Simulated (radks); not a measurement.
Results of a calculation; reference values are marked as such.
All-electron atom: neutral neon in [Ne].

Level of theory: non-relativistic Kohn-Sham, BLYP, spin-polarised, spherical densities, point nucleus (a radial shooting solver on a logarithmic mesh with Libxc functionals).

Energy parts (eV):
part                     energy
total                 -3509.535
kinetic                3501.818
electron-nucleus      -8463.633
Hartree                1791.944
exchange-correlation   -339.663

Orbitals (lengths in bohr, moments of r in powers of bohr; <r^-3> diverges for s and p1/2):
| orbital | occ. | eigenvalue (eV) | <1/r> | <r^-3> | <r^2> | <r> |
|---|---|---|---|---|---|---|
| 1s | 2 | -830.6141 | 9.604 | - | 0.03376 | 0.1582 |
| 2s | 2 | -36.1577 | 1.634 | - | 0.9892 | 0.8994 |
| 2p | 6 | -13.3704 | 1.438 | 11.31 | 1.306 | 0.9830 |

The highest occupied level is 2p at -13.370 eV. Virial ratio -V/T = 2.00220. For comparison, the ionisation energy in NIST's Atomic Spectra Database is 21.565 eV (measured). In exact Kohn-Sham theory the highest level is minus the ionisation energy, but local and semilocal functionals leave it too shallow, through self-interaction and a potential that decays too fast; potentials with the right tail come closer. The electron density at the nucleus is 622.7 e/bohr^3.
